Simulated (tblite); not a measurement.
F₄Ti, charge -1, doublet, geometry from GFN2-xTB (such geometries of metal compounds can be far from the true shape) (the multiplicity is a formal guess); GFN1-xTB in tblite.

Input for tblite:
```
$ tblite run mol.xyz --method gfn1 --charge -1 --spin 1 --json tblite.json --no-restart

# file mol.xyz
5

Ti    -0.00000000    -0.00000000    -0.00000000
F      1.24118707     0.52094629    -1.19108730
F      1.05052930    -0.83865025     1.19317781
F     -1.25479205    -0.63428937    -1.11972909
F     -1.03692432     0.95199333     1.11763858
```

It wrote (shortened):

```
xTB calculator
 | screened Coulomb repulsion
 | Coulomb electrostatics
 |  * isotropic Klopman-Ohno-Mataga-Nishimoto electrostatics
 |  * onsite third-order electrostatics
 | DFT-D3(BJ) dispersion correction

halogen bonding energy    0.0000000000000E+00 Eh
repulsion energy          1.6827226696910E-02 Eh
dispersion energy        -9.2023868671454E-04 Eh
number of electrons       3.3000000000000E+01 e
integral cutoff           3.9599309224301E+01 bohr

------------------------------------------------------------
  cycle        total energy    energy error   density error
------------------------------------------------------------
      1     -20.93092704720  -2.0946834E+01   8.0690276E-01
      2     -21.42487517675  -4.9394813E-01   6.1812234E-01
      3     -22.01514469319  -5.9026952E-01   3.8213235E-01
      4     -22.23260360876  -2.1745892E-01   9.3270722E-02
      5     -22.21589294410   1.6710665E-02   1.1857328E-01
      6     -22.27222615746  -5.6333213E-02   3.8213079E-02
      7     -22.27403089974  -1.8047423E-03   2.7607021E-02
      8     -22.27703453546  -3.0036357E-03   3.6611316E-03
      9     -22.27703774633  -3.2108663E-06   6.3083440E-04
     10     -22.27703803988  -2.9355057E-07   6.1884147E-05
     11     -22.27703805539  -1.5512310E-08   3.6224971E-06
------------------------------------------------------------

electronic energy        -2.2292945043401E+01 Eh
total energy             -2.2277038055390E+01 Eh

Post processing:
 | Mayer-Wiberg bond orders

[Info] JSON dump of results written to 'tblite.json'
```
